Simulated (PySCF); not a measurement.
CdHF, SMILES [F][CdH]. Atoms are numbered in the order given.

```xyz
3

Cd     0.0000     0.0000    -0.2754
H      0.0000     0.0000    -1.9104
F      0.0000     0.0000     1.6810
```
Charge 0, spin multiplicity 1.

Coordinates come from a B3LYP-D3(BJ)/def2-TZVPD optimisation. The def2 effective core potentials stand for the cores of Cd; spin–orbit coupling is left out.

Method: M06-2X/def2-TZVPD in PySCF.

Mulliken values depend strongly on the basis, most of all with diffuse functions as here. ESP charges are fitted to the potential on shells at 1.4 to 2.0 van der Waals radii. Atomic charges (e):

```csv
atom,Mulliken,ESP fit
Cd1,0.90,___
H2,-0.15,___
F3,-0.76,___
```

**Question.** What belongs in the gaps? (An estimate is asked for; the answer gives what the named calculation found.)

**Answer.** 
- Cd1, ESP fit: 0.83
- H2, ESP fit: -0.28
- F3, ESP fit: -0.55
